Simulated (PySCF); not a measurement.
Cost of one run: shielding job, `[SiH3][Si]([SiH3])([SiH3])C1CCC1`.

Method: GIAO PBE0/pcSseg-1 NMR shielding, non-relativistic, gas phase (PySCF 2.14.0, density-fitted response routines). Geometry: GFN2-xTB. Work: shieldings, charges and field gradients, density fitting. A driver script takes a list of jobs; this job's settings line and coordinates (Å) are shown.

Input:
```
{"job": {"kind": "nmr", "xc": "PBE0", "basis": "pcSseg-1"}, "charge": 0, "multiplicity": 1}
Si    -1.527461    -1.400465    -2.027945
Si    -0.907551    -0.220966    -0.102478
Si    -1.010424     2.099802    -0.421141
Si    -2.086313    -0.900660     1.802670
C      0.925320    -0.704554     0.229568
C      1.628473     0.117031     1.325220
C      2.431949     0.848606     0.242656
C      1.937303    -0.164512    -0.797415
H     -0.836775    -0.969360    -3.247207
H     -2.958819    -1.220160    -2.283143
H     -1.302160    -2.845488    -1.932799
H     -2.395270     2.506023    -0.675911
H     -0.559563     2.882916     0.734424
H     -0.223902     2.585696    -1.560129
H     -1.746898    -0.150354     3.015761
H     -3.524500    -0.717045     1.593101
H     -1.894257    -2.314063     2.139351
H      1.004942    -1.783449     0.385330
H      2.252637    -0.487750     1.982147
H      0.987177     0.745552     1.943116
H      3.509473     0.885593     0.394447
H      2.068244     1.857601     0.056071
H      2.697318    -0.892594    -1.079032
H      1.519321     0.262366    -1.709104
```

Hardware: an Arm Neoverse V1 with one thread (shared host).

The basis has 244 functions.

Question: Which is nearest to the wall time?
A. 9.0 min
B. 67 s
C. 67 min

Answer: B. The run took 67 s. The SCF took 13 cycles.

The SCF part of the output:
```
coarse grid: 20760 points
cycle   1  E = -1319.1516027393  dE =  3.395e-01  |g| = 3.703e-01  |ddm| = 4.357e+00
cycle   2  E = -1319.1303845023  dE =  2.122e-02  |g| = 4.709e-01  |ddm| = 8.264e-01
cycle   3  E = -1319.1889586311  dE = -5.857e-02  |g| = 5.330e-02  |ddm| = 5.503e-01
cycle   4  E = -1319.1895745608  dE = -6.159e-04  |g| = 1.831e-02  |ddm| = 8.342e-02
cycle   5  E = -1319.1896536556  dE = -7.909e-05  |g| = 7.381e-03  |ddm| = 3.144e-02
cycle   6  E = -1319.1896674363  dE = -1.378e-05  |g| = 6.678e-04  |ddm| = 8.297e-03
cycle   7  E = -1319.1896675773  dE = -1.409e-07  |g| = 2.491e-04  |ddm| = 1.681e-03
final grid: 178488 points
cycle   8  E = -1319.2353045119  dE = -3.699e-05  |g| = 7.792e-03  |ddm| = 3.221e-02
cycle   9  E = -1319.2352905065  dE =  1.401e-05  |g| = 1.065e-02  |ddm| = 1.885e-02
cycle  10  E = -1319.2353200121  dE = -2.951e-05  |g| = 7.179e-04  |ddm| = 1.139e-02
cycle  11  E = -1319.2353201194  dE = -1.073e-07  |g| = 2.563e-04  |ddm| = 1.118e-03
cycle  12  E = -1319.2353201361  dE = -1.667e-08  |g| = 4.320e-05  |ddm| = 2.664e-04
cycle  13  E = -1319.2353201365  dE = -3.843e-10  |g| = 1.490e-05  |ddm| = 8.735e-05
converged SCF energy = -1319.2353201365
```

On the final grid dE counts from the start density on that grid.

Other jobs ran on the host; a repeat could differ by tens of per cent or more.
